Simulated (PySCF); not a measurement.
A PySCF script (with the pyscf-properties extension) for the NMR shieldings of SMILES [CH3][Al@H-]1[Cl+][Al@@-]([CH3])([Cl])[Cl+]1, C2H7Al2Cl3, on a GFN2-xTB geometry:

```python
import basis_set_exchange as bse
import numpy as np
from pyscf import gto, dft
from pyscf.prop import nmr

atoms = """
C     3.096029   -0.032020   -0.038642
Al    1.235005   -0.700458    0.064954
Cl    0.031064    0.422405    1.523514
Al   -1.439089    1.008537   -0.069084
C    -2.939093   -0.278131    0.051520
Cl   -1.438625    3.030584   -0.256403
Cl   -0.020004    0.109055   -1.553427
H     3.454529    0.421905    0.892435
H     3.288643    0.703590   -0.828525
H     3.765974   -0.874458   -0.237868
H     0.727864   -2.149351    0.216658
H    -2.582480   -1.297705    0.227517
H    -3.648009   -0.052150    0.851411
H    -3.532486   -0.312276   -0.866225
"""
names = dict.fromkeys(["C", "Al", "Cl", "H"], "pcSseg-1")
basis = {el: gto.basis.parse(bse.get_basis(n, elements=[el], fmt="nwchem")) for el, n in names.items()}
mol = gto.M(atom=atoms, basis=basis, charge=0, verbose=0)
mf = dft.RKS(mol, xc="PBE0")
mf.grids.level = 2
mf.grids.alignment = dft.numint.BLKSIZE   # the property module wants whole blocks of grid points
mf.conv_tol = 1e-9
mf.kernel()

calc = nmr.RKS(mf)   # GIAO
C = mf.mo_coeff
Co = C[:, mf.mo_occ > 0]
resp = mf.gen_response(singlet=True, hermi=2)
def vind(x):   # induced exchange potential for any number of trial vectors
    d = np.einsum("pi,xij,qj->xpq", C, 2 * x.reshape(-1, C.shape[1], Co.shape[1]), Co, optimize=True)
    return np.einsum("xpq,pi,qj->xij", resp(d - d.transpose(0, 2, 1)), C, Co, optimize=True).ravel()
mo1, _ = nmr.rhf.solve_mo1(calc, with_cphf=vind)
sigma = calc.kernel(mo1)
for i, s in enumerate(sigma):   # ppm
    w = np.linalg.eigvalsh((s + s.T) / 2)
    print("%2d %-2s iso %8.1f  s11 %8.1f  s22 %8.1f  s33 %8.1f" % (i, mol.atom_pure_symbol(i), w.mean(), *w))
```

Problem. What are the results?

Solution. 
```
 0 C  iso    193.9  s11    187.1  s22    193.7  s33    201.0
 1 Al iso    407.1  s11    340.8  s22    355.4  s33    525.0
 2 Cl iso    873.7  s11    789.6  s22    872.9  s33    958.7
 3 Al iso    425.1  s11    357.2  s22    364.9  s33    553.2
 4 C  iso    190.3  s11    181.6  s22    190.5  s33    198.7
 5 Cl iso    930.6  s11    849.7  s22    917.6  s33   1024.4
 6 Cl iso    873.5  s11    790.8  s22    873.9  s33    955.8
 7 H  iso     31.7  s11     26.7  s22     29.7  s33     38.8
 8 H  iso     31.6  s11     26.5  s22     30.1  s33     38.2
 9 H  iso     31.8  s11     27.1  s22     28.1  s33     40.2
10 H  iso     27.2  s11     23.3  s22     25.1  s33     33.2
11 H  iso     31.7  s11     26.6  s22     30.8  s33     37.7
12 H  iso     31.7  s11     27.1  s22     28.3  s33     39.9
13 H  iso     31.7  s11     27.1  s22     28.5  s33     39.5
```

These numbers come from an equivalent density-fitted implementation of the same equations, which agrees with the script to about 0.01 ppm for H and up to a few tenths of a ppm for heavy atoms, so last digits may differ.

Size and cost of the density-fitted run: 189 basis functions, 27 s wall time on 1 thread of an Arm Neoverse V1, shared host; peak memory 0.79 GiB.
